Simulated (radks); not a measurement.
Question: Ta35+, 38 electrons, occupied as [Kr] 4d2. Calculated with a radial shooting solver on a logarithmic mesh with Libxc functionals: scalar-relativistic Kohn-Sham, r2SCAN, spin-polarised, spherical densities, finite nucleus; open shells are filled with parallel spins first (spin-orbit coupling, left out, can overturn this in heavy ions); meta-GGA in the generalised Kohn-Sham scheme; Fermi nuclear charge, rms radius 5.3507 fm. Some entries of the table are withheld. Estimate them.

| orbital | occ. | eigenvalue (hartree) | r(max) (bohr) |
|---|---|---|---|
| 1s up | 1 | -2531.821 | 0.01168 |
| 1s down | 1 | -2531.821 | 0.01168 |
| 2s up | 1 | -480.4295 | 0.06682 |
| 2s down | 1 | -480.3089 | 0.06682 |
| 2p up | 3 | -427.6077 | 0.05476 |
| 2p down | 3 | -427.5131 | 0.05476 |
| 3s up | 1 | -150.3255 | 0.1877 |
| 3s down | 1 | -150.2939 | 0.1877 |
| 3p up | 3 | -134.5060 | 0.1853 |
| 3p down | 3 | -134.4629 | 0.1854 |
| 3d up | 5 | (1) | 0.1509 |
| 3d down | 5 | (2) | 0.1510 |
| 4s up | 1 | -66.50045 | 0.4068 |
| 4s down | 1 | -66.20384 | 0.4068 |
| 4p up | 3 | (3) | 0.4191 |
| 4p down | 3 | (4) | 0.4191 |
| 4d up | 2 | -53.54945 | (5) |
| 4d down | 0 | -53.25363 | (6) |

Answer: 
(1) 3d up eigenvalue (hartree): -116.3755
(2) 3d down eigenvalue (hartree): -116.2877
(3) 4p up eigenvalue (hartree): -60.66286
(4) 4p down eigenvalue (hartree): -60.36934
(5) 4d up r(max) (bohr): 0.4145
(6) 4d down r(max) (bohr): 0.4144
